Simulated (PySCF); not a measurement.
**Ionisation energy of O⁺ by level of theory**

O⁺ [He] 2s2 2p3 (4S) → O²⁺ [He] 2s2 2p2 (3P), as a difference of total energies. Calculation: PySCF 2.14, in dyall-av3z; the non-relativistic Hamiltonian (point nucleus). Correlated levels: valence: 1s2 frozen; virtual orbitals above 40 to 60 times the deepest correlated orbital energy dropped. The calculations carry no spin-orbit coupling.

Task: Order these methods by the ionisation energy they give, lowest first.
A. CCSD(T) (valence)
B. UHF
C. SCS-MP2 (valence)
D. MP2 (valence)

Result: B (34.578 eV), C (34.952 eV), A (35.043 eV), D (35.213 eV).

A first-order spin-orbit estimate (lowest level to lowest level, LS coupling) adds -0.027 eV.

Errors of the correlated levels include the incompleteness of this basis and the frozen core.

For comparison: 35.121 eV (measured; NIST Atomic Spectra Database, ionization energies).
